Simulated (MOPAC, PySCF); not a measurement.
CH8Si2, SMILES `[SiH3]C[SiH3]`, neutral singlet in the gas phase. 

Cartesian coordinates (Å):
SMILES: [SiH3]C[SiH3]
```xyz
11

Si    -1.5769    -0.0001    -0.2256
C      0.0577     0.6500     0.4153
Si     1.5413    -0.4011    -0.0307
H     -2.6995     0.8920     0.1725
H     -1.5490    -0.0873    -1.7102
H     -1.8393    -1.3587     0.3202
H      0.0003     0.7336     1.5058
H      0.2122     1.6613     0.0243
H      2.7950     0.1853     0.5157
H      1.6743    -0.5018    -1.5088
H      1.3839    -1.7733     0.5216
```
Charge 0, multiplicity 1.

All levels are single points at this geometry (PBE0-D4/def2-TZVP); Pople sets use spherical d functions. Orbital energies aren't observables, and empty levels follow the basis.

B3LYP/3-21G in PySCF gives dipole (D) = 0.78.

### Question
Estimate the dipole (D) from each of these levels: PBE-D3(BJ)/def2-TZVP in PySCF; PBE0-D4/def2-TZVP in PySCF; B3LYP/6-311+G** in PySCF; BP86/6-31G* in PySCF; M06-2X/6-31G* in PySCF; PBE/6-31G* in PySCF; AM1 in MOPAC; PM7 in MOPAC.

### Answer

| level | dipole (D) |
|---|---|
| PBE-D3(BJ)/def2-TZVP in PySCF | 0.90 |
| PBE0-D4/def2-TZVP in PySCF | 0.89 |
| B3LYP/6-311+G** in PySCF | 0.82 |
| BP86/6-31G* in PySCF | 0.91 |
| M06-2X/6-31G* in PySCF | 0.82 |
| PBE/6-31G* in PySCF | 0.91 |
| AM1 in MOPAC | 0.47 |
| PM7 in MOPAC | 0.58 |
